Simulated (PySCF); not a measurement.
Br2GeO. Atoms are numbered in the order given.

```xyz
4

Ge     0.0000     0.0000     0.7355
O      0.0000     0.0000     2.3700
Br     0.0000     1.8604    -0.6071
Br     0.0000    -1.8604    -0.6071
```

The structure is a stationary point at B3LYP-D3(BJ)/def2-SVP.

Method: TDDFT-M06-2X/def2-SVPD (PySCF).

Vertical excitations. The molecule is in vacuum. State labels are in the subgroup C2v.

```json
[
 {"state": "S1", "symmetry": "B2", "energy (eV)": "4.27", "λ (nm)": "290", "f": "0.026", "main pairs": "HOMO→LUMO 92 %"},
 {"state": "S2", "symmetry": "B1", "energy (eV)": "4.44", "λ (nm)": "279", "f": "0.002", "main pairs": "HOMO−1→LUMO 95 %"},
 {"state": "S3", "symmetry": "A2", "energy (eV)": "4.65", "λ (nm)": "267", "f": "0.000", "main pairs": "HOMO→LUMO+1 85 %"},
 {"state": "S4", "symmetry": "B2", "energy (eV)": "5.18", "λ (nm)": "240", "f": "0.054", "main pairs": "HOMO−2→LUMO 91 %"},
 {"state": "S5", "symmetry": "A2", "energy (eV)": "5.28", "λ (nm)": "235", "f": "0.000", "main pairs": "HOMO−3→LUMO 97 %"},
 {"state": "S6", "symmetry": "A1", "energy (eV)": "5.36", "λ (nm)": "232", "f": "0.003", "main pairs": "HOMO−4→LUMO 64 %, HOMO−1→LUMO+1 32 %"},
 {"state": "S7", "symmetry": "A1", "energy (eV)": "5.86", "λ (nm)": "211", "f": "0.032", "main pairs": "HOMO−1→LUMO+1 44 %, HOMO−4→LUMO 28 %, HOMO−6→LUMO 23 %"},
 {"state": "S8", "symmetry": "A2", "energy (eV)": "6.00", "λ (nm)": "207", "f": "0.000", "main pairs": "HOMO−2→LUMO+1 87 %"},
 {"state": "S9", "symmetry": "B1", "energy (eV)": "6.09", "λ (nm)": "204", "f": "0.006", "main pairs": "HOMO−4→LUMO+1 61 %, HOMO−5→LUMO 27 %"},
 {"state": "S10", "symmetry": "B1", "energy (eV)": "6.25", "λ (nm)": "198", "f": "0.021", "main pairs": "HOMO−5→LUMO 67 %, HOMO−4→LUMO+1 29 %"},
 {"state": "T1", "symmetry": "B2", "energy (eV)": "3.85", "λ (nm)": "322", "f": "0", "main pairs": "HOMO→LUMO 86 %"},
 {"state": "T2", "symmetry": "B1", "energy (eV)": "4.06", "λ (nm)": "305", "f": "0", "main pairs": "HOMO−1→LUMO 91 %"},
 {"state": "T3", "symmetry": "A1", "energy (eV)": "4.35", "λ (nm)": "285", "f": "0", "main pairs": "HOMO−1→LUMO+1 83 %"},
 {"state": "T4", "symmetry": "A2", "energy (eV)": "4.44", "λ (nm)": "279", "f": "0", "main pairs": "HOMO→LUMO+1 84 %"}
]
```
Triplets are in the Tamm–Dancoff approximation, which puts them higher than full response would, so one can lie above its singlet here.
